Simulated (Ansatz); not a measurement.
Geometry optimisation, RKS PBE/def2-mTZVP in Ansatz 0.2.0.

The input (input.yaml):

```yaml
crystal:
  periodic: [false, false, false]
  atoms:
    - { symbol: Ga, position_ang: [0.0, 0.0, 0.0] }
    - { symbol: H, position_ang: [0.0, 0.0, 1.92] }
    - { symbol: H, position_ang: [1.3596, 0.0, -0.785] }
    - { symbol: H, position_ang: [-1.3596, 0.0, -0.785] }
    - { symbol: O, position_ang: [0.0874, -1.9815, 0.659] }
    - { symbol: H, position_ang: [-0.4591, -2.5661, 0.0429] }
    - { symbol: H, position_ang: [0.0441, -1.0002, 1.8157] }
basis:
  gaussian: { orbitals: def2-mTZVP }
hamiltonian:
  xc: pbe
relax:
  f_tol: 0.15
  max_steps: 25
  restrain:
    - { distance: [0, 4], at: 2.99, k: 30.0 }
    - { distance: [6, 1], at: 1.86, k: 30.0 }
    - { distance: [0, 1], at: 1.57, k: 30.0 }
    - { distance: [6, 4], at: 1.01, k: 30.0 }
```

Command:

```bash
$ ansatz run input.yaml --threads 1 --pin off --max-ram 2048MiB --backend cpu --events-out ev --progress --plain --runs-dir out
```

Problem. Where does it end, and by what steps?

Solution. It converged. The restraints hold the end off the free minimum; the threshold counts their pulls, which the force column leaves out. Restrained pairs: Ga1–O5 (2.09 → 2.98 Å), H2–H7 (1.01 → 1.87 Å), Ga1–H2 (1.92 → 1.58 Å), O5–H7 (1.52 → 0.99 Å). After 8 steps the energy has fallen by 1.475 eV (the restraints' own energy left out); H6 moved furthest, 0.82 Å.

| step | energy less start (eV) | largest force component (eV/Å) | accepted |
| --- | --- | --- | --- |
| 0 | 0.0000 | 2.532 | yes |
| 1 | 0.3467 | 2.449 | yes |
| 2 | -0.1332 | 3.156 | yes |
| 3 | -0.8583 | 1.979 | yes |
| 4 | -1.1369 | 1.181 | yes |
| 5 | -1.2656 | 1.237 | yes |
| 6 | -1.3891 | 0.947 | yes |
| 7 | -1.4561 | 0.717 | yes |
| 8 | -1.4745 | 0.652 | yes |

```xyz
7
Properties=species:S:1:pos:R:3
Ga 0.055 0.341 -0.101
H -0.020 0.145 1.464
H 1.448 0.636 -0.775
H -1.296 0.327 -0.926
O 0.171 -2.464 0.893
H -0.734 -2.813 0.772
H 0.048 -1.719 1.540
```

The run took 15 s on 1 thread of Intel(R) Xeon(R) Platinum 8488C (Sapphire Rapids), with other jobs on the host, peak memory 0.14 GiB.
